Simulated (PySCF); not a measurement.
From one molecule to another.

First species: C2H8AsB.
InChI=1S/C2H8AsB/c1-2-4-3/h2H,1,4H2,3H3

Second species: InCl2(vinyl), C2H3Cl2In.
Z-matrix (Å and degrees, PBE0-D3(BJ)/def2-SVP geometry), rows numbered from 1:
```
In
Cl  1  2.3441
Cl  1  2.3412  2  110.59
C   1  2.1263  2  124.88  3  -179.57
C   4  1.3347  1  123.24  2    94.78
H   4  1.0964  1  117.14  2   -84.79
H   5  1.0952  4  123.36  1     0.57
H   5  1.0971  4  121.09  1  -179.49
```

Levels: wB97X-D/def2-SVPD for HOMO energy, LUMO energy, HOMO–LUMO gap and static isotropic polarisability; TDDFT wB97X-D/def2-SVPD for lowest singlet excitation; TDA wB97X-D/def2-SVPD for lowest triplet excitation (Tamm–Dancoff); ΔSCF wB97X-D/def2-SVPD for vertical ionisation energy. Geometries: PBE0-D3(BJ)/def2-SVP. Each structure is a single optimised conformer of the isolated species (atoms past krypton carry core potentials, spin–orbit coupling is left out). Electronic properties by PySCF.

The conformers computed, where there is a choice (atom-mapped SMILES and torsion angles):
- `[CH2:1]=[CH:2][BH2-:3][AsH3+:4]`: C1–C2–B3–As4 -1°

Values for the first species:

* HOMO energy: -8.73 eV
* LUMO energy: 1.46 eV
* HOMO–LUMO gap: 10.19 eV
* Lowest singlet excitation: 6.44 eV
* Lowest triplet excitation (Tamm–Dancoff): 4.44 eV
* Static isotropic polarisability: 75.0 au
* Vertical ionisation energy: 8.97 eV

Problem. Estimate the same properties for the second species, and the change in each.

Solution. 
```json
{"property": "HOMO energy", "first": "-8.73 eV", "second": "-10.46 eV", "second less first": "-1.73 eV"}
{"property": "LUMO energy", "first": "1.46 eV", "second": "-0.37 eV", "second less first": "-1.83 eV"}
{"property": "HOMO–LUMO gap", "first": "10.19 eV", "second": "10.09 eV", "second less first": "-0.10 eV"}
{"property": "lowest singlet excitation", "first": "6.44 eV", "second": "5.77 eV", "second less first": "-0.67 eV"}
{"property": "lowest triplet excitation (Tamm–Dancoff)", "first": "4.44 eV", "second": "4.43 eV", "second less first": "-0.01 eV"}
{"property": "static isotropic polarisability", "first": "75.0 au", "second": "87.9 au", "second less first": "+12.9 au"}
{"property": "vertical ionisation energy", "first": "8.97 eV", "second": "10.72 eV", "second less first": "+1.75 eV"}
```

On the first: The polarisability is 11.12 Å³ as a volume (1 au = 0.148185 Å³), or 1.29 au for each of the 58 electrons. The vertical singlet–triplet gap S1 − T1 is 2.00 eV (TDDFT singlet less Tamm–Dancoff triplet). Relativistic effects, spin–orbit coupling among them, are left out although an element past zinc is present.

On the second: The principal polarisabilities are 67.7, 88.3 and 107.7 au; their mean is the isotropic value. The ΔSCF ionisation energy exceeds −ε(HOMO) by 0.26 eV with wB97X-D. Atoms past krypton carry effective core potentials; spin–orbit coupling is left out.
